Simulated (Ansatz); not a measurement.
Ansatz results at the PBE0-D4/def2-TZVP geometry: size of the dipole moment (PBE/def2-TZVPP) 0.72 D; HOMO energy (PBE/def2-TZVPP) -6.96 eV; HOMO–LUMO gap (PBE0/def2-TZVPP) 7.29 eV.

Question: Which molecule gave them?
A. `C1[CH2][GeH2][SiH2]1`
B. `NC1(F)O[SiH2]1`
C. `C=C=C[SiH2][SiH3]`
D. `C=[C]([SiH3])[GeH3]`

Answer: D. The others give `NC1(F)O[SiH2]1`: 1.76, -6.11, 6.60; `C=C=C[SiH2][SiH3]`: 0.61, -6.33, 6.99; `C1[CH2][GeH2][SiH2]1`: 0.76, -6.27, 7.37.
